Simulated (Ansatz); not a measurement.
Mulliken charges of Cl₂F₂H₂Si₂ (`F[Si@@H](Cl)[Si@@H](F)Cl`) from ωB97M-V/def2-TZVPP in Ansatz (PBE0-D4/def2-TZVP geometry).

```json
{"atom": "F1", "x (Å)": "-0.170", "y (Å)": "0.137", "z (Å)": "-2.339", "charge (e)": "-0.289"}
{"atom": "Si2", "x (Å)": "0.511", "y (Å)": "0.500", "z (Å)": "-0.944", "charge (e)": "0.494"}
{"atom": "Cl3", "x (Å)": "0.215", "y (Å)": "2.487", "z (Å)": "-0.575", "charge (e)": "-0.185"}
{"atom": "Si4", "x (Å)": "-0.538", "y (Å)": "-0.660", "z (Å)": "0.804", "charge (e)": "0.494"}
{"atom": "F5", "x (Å)": "-0.516", "y (Å)": "-2.228", "z (Å)": "0.520", "charge (e)": "-0.289"}
{"atom": "Cl6", "x (Å)": "0.564", "y (Å)": "-0.288", "z (Å)": "2.483", "charge (e)": "-0.185"}
{"atom": "H7", "x (Å)": "1.965", "y (Å)": "0.253", "z (Å)": "-1.063", "charge (e)": "-0.020"}
{"atom": "H8", "x (Å)": "-1.939", "y (Å)": "-0.257", "z (Å)": "1.057", "charge (e)": "-0.020"}
```

By hand: the dipole of these point charges (1 e Å = 4.8032 D).

Σ q r = (0.040, 0.119, 0.104) e Å, of length 0.163 e Å = 0.78 D.

How does the dipole of the full density compare? (Best estimate.)

Computed: (0.019, 0.057, 0.050) e Å, 0.38 D; the point charges give 2.05 times that, at 0° from its direction.

Point charges leave out the atoms' own dipoles, such as those of lone pairs, and Mulliken's split depends on the basis, so the two needn't agree.
